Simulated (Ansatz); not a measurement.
`[OH][Cd][Br]` + NH₃ → `[NH2][Cd][OH]` + HBr  (ligand exchange at a Cd–Br bond)

Calculated with Ansatz (gas phase, PBE0-D4/def2-TZVP geometries, no zero-point term in ΔE). CCSD(T)/CBS is the MP2 limit (def2-TZVPP, def2-QZVPP) plus CCSD(T) − MP2 in def2-TZVPP, frozen cores. This one scheme is used for every species. Functionals use def2-TZVPP. HSE06 is defined as in plane-wave codes. def2 core potentials past Kr. For Br, Cd outer-core shells are correlated without core-valence functions, which leaves a few kJ/mol of doubt a bond. Scalar relativity is left out up to krypton. Each species was taken in one conformer, which may not be the lowest.

(1) Is it downhill or uphill in electronic energy at CCSD(T)/CBS, and by how much? (Estimate.)

(2) What do these levels give: revPBE-D4, HSE06-D4, CAM-B3LYP-D4, ωB97X-V, revPBE, BLYP, HSE06, BHLYP, HF/def2-SVP, SCS-MP2/def2-QZVPP, HF/CBS(def2), MP2/CBS(def2)? (Best estimate.)

Largest T1 diagnostic among the species: 0.016.

## Answers

(1) Computed: Uphill: ΔE = +155.0 kJ/mol.

(2) The calculation gave: revPBE-D4 141.2, HSE06-D4 156.6, CAM-B3LYP-D4 151.6, ωB97X-V 155.7, revPBE 144.4, BLYP 140.4, HSE06 156.6, BHLYP 167.3, HF/def2-SVP 191.5, SCS-MP2/def2-QZVPP 150.0, HF/CBS(def2) 191.1, MP2/CBS(def2) 152.3 kJ/mol.

From r2SCAN to r2SCAN0 (25 % exact exchange), in def2-TZVPP and without D4, ΔE moves by +10.7 kJ/mol. Leaving LDA and LC-ωPBE aside and taking each functional with its dispersion term where it has one, the values, not all of them listed here, spread over 29.1 kJ/mol, from BLYP-D4 to BHLYP-D4. LDA lies −9.0 kJ/mol from PBE without D4. In def2-TZVPP, CCSD(T) changes the Hartree–Fock value by −46.0 kJ/mol (the triples alone add −5.4 kJ/mol) and MP2 by −48.7 kJ/mol.
